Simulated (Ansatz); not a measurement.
A run for Ansatz (a first-principles code): R-PBE/def2-TZVPP on H2OSeTe (SMILES O[Te][SeH]), a point of a torsion scan. Elements past Kr take the def2 small-core potentials; no spin–orbit coupling.

Ansatz 0.2 input:
```yaml
crystal:
  periodic: [false, false, false]
  atoms:
    - {symbol: O, position_ang: [-1.33172141, 0.55858820, -0.40382514]}
    - {symbol: Te, position_ang: [-0.18952105, -0.91522625, -1.08482252]}
    - {symbol: Se, position_ang: [1.58756091, -0.75395254, 0.62570986]}
    - {symbol: H, position_ang: [-1.90305459, 0.27272330, 0.30985545]}
    - {symbol: H, position_ang: [2.47882965, 0.19206291, -0.01680360]}
basis:
  gaussian:
    orbitals: def2-TZVPP
hamiltonian:
  xc: {name: PBE}
scf: {lower_state_search: off}
```

The log:

```
WARN ansatz: RAYON_NUM_THREADS=1 ignored (pool sized by the plan → 1); use --threads N
Functional definition: PBE
these checks for a lower state are left out or cut short: stability, starts, cluster_reference, orbital_swaps, neighbouring_geometries, increment
integrals: 0.07 GiB planned
1042 factors; their error is unknown
mean field: 0.50 GiB planned
mean field evaluation 1: about -74704.9197 eV, gradient 6.5e1 eV
mean field evaluation 2: about -74593.0164 eV, gradient 1.8e2 eV
mean field evaluation 4: about -74709.6821 eV, gradient 3.0e1 eV
mean field evaluation 8: about -74712.1913 eV, gradient 2.1e-1 eV
mean field evaluation 16: about -74712.0369 eV, gradient 1.7e-3 eV
mean field -74712.03690528 eV, -2745.6167146315 hartree, gradient 2.8e-6 eV, S^2 0.000000; 0 other end points of the search recorded, 0 dependent functions left out
reference -74712.03694000 eV, -2745.6167159073 hartree; 34, 34 occupied and 123, 123 virtual orbitals, 1042 factors
Total energy: -74712.03694000 eV, -2745.6167159073 hartree
Checks for a lower state left out: stability, starts, cluster_reference, orbital_swaps, neighbouring_geometries, increment
```

Self-consistency was reached.

Cost: very roughly 1.5 core-seconds.
